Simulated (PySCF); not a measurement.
Geometry:
| atom | x (Å) | y (Å) | z (Å) |
| --- | --- | --- | --- |
| C1 | 2.122 | -0.337 | 0.476 |
| C2 | 0.964 | 0.623 | 0.508 |
| O3 | 1.128 | 1.827 | 0.470 |
| Si4 | -0.846 | -0.071 | 0.602 |
| N5 | -1.720 | 1.377 | 0.339 |
| N6 | -1.116 | -1.317 | -0.561 |
| H7 | 1.974 | -1.069 | -0.334 |
| H8 | 2.142 | -0.916 | 1.415 |
| H9 | 3.070 | 0.202 | 0.350 |
| H10 | -1.030 | -0.771 | 1.917 |
| H11 | -1.174 | 2.232 | 0.411 |
| H12 | -2.709 | 1.510 | 0.500 |
| H13 | -1.282 | -1.094 | -1.535 |
| H14 | -1.532 | -2.201 | -0.298 |

Geometry: PBE0-D3(BJ)/def2-SVP; GIAO shifts from PySCF, gas phase, non-relativistic, averaged over equivalent atoms.

At PBE0/STO-3G (42 basis functions, 3.1 s wall time on 1 thread of an Arm Neoverse V2, shared host):
```
          atoms  δ (ppm)
             C2    167.0
             C1     30.0
             O3    725.0
            Si4    -46.1
          N5/N6    -36.0
            H10     2.66
       H7/H8/H9     2.53
H11/H12/H13/H14    -1.02
```

Shifts are taken against calculated references (same method and geometry level): $^{13}$C (σ = 234.69 ppm), $^{29}$Si (σ = 517.60 ppm), $^{1}$H (σ = 32.60 ppm) against TMS; H2O for $^{17}$O (σ = 341.71 ppm); $^{15}$N (σ = 294.71 ppm) vs NH3.

Question: What do these become at HF/pcSseg-1?

Answer: 
| atoms | δ at HF/pcSseg-1 | change |
| --- | --- | --- |
| C2 | 246.2 | +79.2 |
| C1 | 32.7 | +2.7 |
| O3 | 819.3 | +94.3 |
| Si4 | -52.5 | -6.4 |
| N5/N6 | 14.1 | +50.1 |
| H10 | 4.20 | +1.54 |
| H7/H8/H9 | 2.41 | -0.12 |
| H11/H12/H13/H14 | 1.22 | +2.24 |

Referencing at the same level of theory: $^{13}$C (σ = 190.85 ppm) and $^{29}$Si (σ = 393.43 ppm) and $^{1}$H (σ = 31.69 ppm) vs TMS; H2O for $^{17}$O (σ = 333.31 ppm); $^{15}$N (σ = 265.72 ppm) against NH3.

The largest change is at O3 (carbonyl oxygen). Cost: 149 basis functions, 13 s wall time on 1 thread of an Arm Neoverse N1, shared host.

Unscaled 17O shifts of doubly bonded oxygen tend to come out too high, by tens of ppm or more. Experimental scales use liquid or dissolved standards, which lie at an offset from isolated NH3 (liquid NH3: subtract about 20 ppm) and H2O (liquid H2O: subtract about 36 ppm).
